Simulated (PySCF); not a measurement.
# Bond energies at r²SCAN/def2-SVP beside a composite method

PySCF, lowest determinants of a PBE0 search. The composite is CCSD(T) extrapolated to the basis-set limit from two correlation-consistent sets, with core-valence (CV) and scalar-relativistic (SR) terms as its label shows; it has no spin–orbit coupling and nothing beyond (T).

| species | state (unpaired electrons) | De r²SCAN (eV) | De composite (eV) | composite | dissociates to |
| --- | --- | --- | --- | --- | --- |
| SbCl⁺ | doublet (π ↑) | 3.61 | 3.54 | CCSD(T)/CBS(DT) | Sb⁺ + Cl |
| SF | doublet (π ↑) | 3.51 | 3.65 | CCSD(T)/CBS(TQ)+CV+SR | S + F |
| GeS | singlet (closed shell) | 5.78 | 5.68 | CCSD(T)/CBS(DT)+CV | Ge + S |
| NaI | singlet (closed shell) | 3.37 | 3.34 | CCSD(T)/CBS(DT)+CV | Na + I |
| GeO⁺ | doublet (π ↑) | 3.96 | 3.75 | CCSD(T)/CBS(DT)+CV | Ge⁺ + O |
| CaBr | doublet (σ ↑) | 4.22 | 3.60 | CCSD(T)/CBS(DT) | Ca + Br |
| TlH | singlet (closed shell) | 2.51 | 2.61 | CCSD(T)/CBS(DT) | Tl + H |
| SbF | triplet (π ↑↑) | 3.92 | 4.12 | CCSD(T)/CBS(DT) | Sb + F |

Task: Does r²SCAN bind more or less than the composite, by how much on average, and where is the difference largest?

Result: r²SCAN/def2-SVP binds more on average, method and basis taken together: the mean signed difference is +0.07 eV and the mean absolute one 0.18 eV; it is largest for CaBr (+0.62 eV).

The molecules are drawn from runs that passed checks on state, spin purity and fit, so the hardest cases are missing and the errors look smaller than over all diatomics.

Correlated steps freeze the inner cores (4 to 19 orbitals); shallow outer-core shells are correlated. Spin–orbit coupling is left out, which matters for elements this heavy, above all for dissociation energies. For an ion De counts to the pair picked by the measured ionisation energies or electron affinities, which need not be the lowest pair at this level. Where the molecule has an RHF reference, its open-shell atoms are computed with UHF. The CCSD T1 diagnostic is raised in GeS, a sign that a single reference may not be enough there. States were picked by a PBE0 search and need not be the measured ground states.
